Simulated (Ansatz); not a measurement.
Stepwise reaction of `[CH3][Zr]([CH3])([Cl])[Cl]` with water, as a gas-phase model of exchange steps in deposition or etching. ΔE in kJ/mol; ΔG adds harmonic PBE0-D4 terms to CCSD(T)/CBS, at 1 bar.

Gas-phase electronic energies from Ansatz, PBE0-D4/def2-TZVP geometries. CCSD(T)/CBS adds triple-zeta CCSD(T) − MP2 to the extrapolated MP2 energy (def2 sets, frozen cores). This one scheme is used for every species. Functionals use def2-TZVPP. B3LYP here is the variant with VWN-RPA as its local correlation; programs differ in this. def2 core potentials past Kr. For Zr outer-core shells are correlated without core-valence functions, which leaves a few kJ/mol of doubt a bond. One conformer a species, not always the lowest.

```
step                                                              reaction  PBE-D4  B3LYP-D4  ωB97M-V  CCSD(T)/CBS  ΔG(600 K)
   2  `[CH3][Zr]([OH])([Cl])[Cl]` + H₂O → `[OH][Zr]([OH])([Cl])[Cl]` + CH₄  -176.2    -184.2   -182.0       -175.1     -162.1
```

(1) Give the row of step 1, `[CH3][Zr]([CH3])([Cl])[Cl]` + H₂O → `[CH3][Zr]([OH])([Cl])[Cl]` + CH₄. (Estimate.)

(2) By hand: ΔE of the 2 steps together at CCSD(T)/CBS.

Results:

(1) The calculation gave: 
| step | reaction | PBE-D4 | B3LYP-D4 | ωB97M-V | CCSD(T)/CBS | ΔG(600 K) |
| --- | --- | --- | --- | --- | --- | --- |
| 1 | `[CH3][Zr]([CH3])([Cl])[Cl]` + H₂O → `[CH3][Zr]([OH])([Cl])[Cl]` + CH₄ | -187.8 | -195.4 | -193.9 | -187.7 | -168.4 |

(2) (-187.7) + (-175.1) = -362.8 kJ/mol, or -181.4 kJ/mol a step.

In ΔE each step is higher than the one before. All are downhill at CCSD(T)/CBS. ΔG lies between -168.4 and -162.1 kJ/mol a step. PBE-D4 differs from CCSD(T)/CBS by -1.1 to -0.1 kJ/mol a step. Only this route is followed, and other bonds may react first. Isolated molecules leave out the surface, adducts and barriers. Largest T1 diagnostic: 0.016.
